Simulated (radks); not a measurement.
The numbers below are computed, except where a source is named.
Q: Code: a radial shooting solver on a logarithmic mesh with Libxc functionals. Model: Dirac Kohn-Sham, PBE, spin-unpolarised, spherical densities, finite nucleus; open shells are shared between the two j in proportion to 2j + 1; Fermi nuclear charge, rms radius of each element as measured or else 0.836 A^(1/3) + 0.57 fm. Each species is in its NIST ground configuration. Rank Zn3+, Ge3+, Cr3+, Fe3+, Br3+, As3+, K3+, Ga3+, Ca3+, V3+, Kr3+, Sc3+, Se3+, Cu3+, Ti3+, Ni3+, Mn3+, Co3+ by Delta-SCF ionisation energy (eV), largest first.

A: Sc3+ 73.896, Ca3+ 68.440, Ga3+ 63.875, K3+ 63.026, Zn3+ 61.813, Cu3+ 59.707, Ni3+ 57.555, Co3+ 55.350, Fe3+ 53.088, Mn3+ 50.760, As3+ 50.647, Kr3+ 49.821, Cr3+ 48.359, Ge3+ 46.341, Br3+ 46.034, V3+ 45.872, Ti3+ 43.285, Se3+ 42.192.
